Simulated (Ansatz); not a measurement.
`Cl[BH][SbH2]` → B• + Cl• + 3 H• + Sb•  (atomization)

Calculated with Ansatz (gas phase, PBE0-D4/def2-TZVP geometries, no zero-point term in ΔE). CCSD(T)/CBS adds triple-zeta CCSD(T) − MP2 to the extrapolated MP2 energy (def2 sets, frozen cores). This one scheme is used for every species, atoms too. Functionals use def2-TZVPP. HSE06 is defined as in plane-wave codes. Open shells (•) are unrestricted, without spin–orbit coupling. Spin–orbit coupling would lower the free atoms: a little for B, Cl. Elements past krypton have def2 core potentials. Bonds to Sb are less sure, by a few kJ/mol each and by 10 to 20 or more in all where they break to atoms, as the def2 sets lack core-valence functions.

```tsv
level	ΔE (kcal/mol)	difference from CCSD(T)/CBS
revPBE-D4	382.3	-2.1
PBE0-D4	385.3	0.9
CAM-B3LYP-D4	386.5	2.1
ωB97X-V	390.2	5.8
ωB97M-V	385.8	1.4
B2PLYP	379.7	-4.7
PBE-QIDH	380.2	-4.2
PBE	388.8	4.4
r2SCAN	386.6	2.2
HSE06	382.6	-1.8
HF/def2-SVP	273.2	-111.2
HF/def2-TZVPP	272.9	-111.5
SCS-MP2/def2-TZVPP	372.6	-11.8
CCSD(T)/def2-TZVPP	372.9	-11.5
SCS-MP2/def2-QZVPP	380.4	-4.0
CCSD/CBS(def2)	377.3	-7.1
CCSD(T)/CBS	384.4	0
```

Largest T1 diagnostic among the species: 0.015.

From r2SCAN to r2SCAN0 (25 % exact exchange), in def2-TZVPP and without D4, ΔE moves by −6.5 kcal/mol: exact exchange takes away binding that semilocal exchange gives to molecules. In def2-TZVPP, CCSD(T) changes the Hartree–Fock value by +100.0 kcal/mol (the triples alone add +7.1 kcal/mol) and MP2 by +99.5 kcal/mol; breaking electron pairs costs correlation energy, which Hartree–Fock lacks. At CCSD(T), def2-SVP lies −29.8 kcal/mol from the extrapolated value and def2-TZVPP −11.5 kcal/mol: correlation converges slowly with the basis, and small sets miss more of it in the bonded molecule than in its fragments.

For atomizations the MP2-based limit and the directly extrapolated one differ by several kJ/mol either way, and by 10 to 25 for some Ge, Se and Sn compounds, so smaller differences from it don't rank the levels.
